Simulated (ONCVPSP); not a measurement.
## F: one change to an ONCV potential, before and after

* Element: fluorine (F)
* Generator: ONCVPSP 4.0.1
* Type: optimised norm-conserving Vanderbilt (ONCV)
* Functional: PBEsol
* Relativity: scalar-relativistic
* Frozen core: [He]
* Valence charge: 7
* Reference configuration: 2s1.5 2p5.5
* Partial waves: 2s: rc 0.55 bohr, ncon 5, nbas 10, qcut 11.2 1/bohr, 3 projectors, debl 2.5 Ha; 2p: rc 0.95 bohr, ncon 4, nbas 8, qcut 15.2 1/bohr, 3 projectors, debl 1.9 Ha; d scattering state at 0.29 Ha: rc 0.85 bohr, ncon 5, nbas 9, qcut 9.5 1/bohr, 2 projectors, debl 1.5 Ha
* Local potential: polynomial inside 0.50 bohr (lpopt 5, dvloc0 0 Ha)
* Core correction: Teter function, fcfact 5.5, rcfact 1.55

Change: local potential polynomial inside 0.50 bohr (lpopt 5, dvloc0 7 Ha).

Cutoffs: the cutoffs (Ha) at which the residual kinetic energy of the hardest occupied pseudo-wave falls to 1 and 0.1 mHa per electron; they do not see the model core or the augmentation charge, which bear on the density cutoff. Errors are all-electron minus pseudo energies relative to the spin-unpolarised reference configuration.

Question: How do hardness, ghosts and transferability respond?

Answer: The potential gets neither clearly harder nor softer (739 Ha and 975 Ha → 739 Ha and 975 Ha); both files keep a bound ghost (s); of the 4 tests that both files solve, the error grows in 1 and shrinks in 2 by more than 15 % and 0.3 meV (median size 7.3 → 2.6 meV).

```tsv
quantity	base	changed
cutoff, loose	739 Ha	739 Ha
cutoff, tight	975 Ha	975 Ha
bound ghosts	s	s
GHOST(+) flags under 300 eV	none	none
error for 2s2 2p5, meV [ΔE -9.34 eV]	-1.5	+1.7
error for 2s2 2p4, meV [ΔE 9.98 eV]	-9.0	+3.2
error for 2s2 2p3, meV [ΔE 48.25 eV]	-8.7	+15
error for 2s1 2p6, meV [ΔE 9.35 eV]	+5.8	+2.0
s: phases at 0.56 bohr within 0.05 rad from the reference energy up to (Ha; the scan ends near 5)	to the end of the scan	to the end of the scan
p: phases at 0.96 bohr within 0.05 rad from the reference energy up to (Ha; the scan ends near 5)	to the end of the scan	to the end of the scan
d: phases at 0.86 bohr within 0.05 rad from the reference energy up to (Ha; the scan ends near 5)	to the end of the scan	to the end of the scan
rms error of d²Exc/dni dnj with the model core, mHa	0.72	0.72
```

 A true bound ghost makes a file unfit for plane-wave use even where its test errors are small: the radial tests pick states by their node count and pass the ghost by.
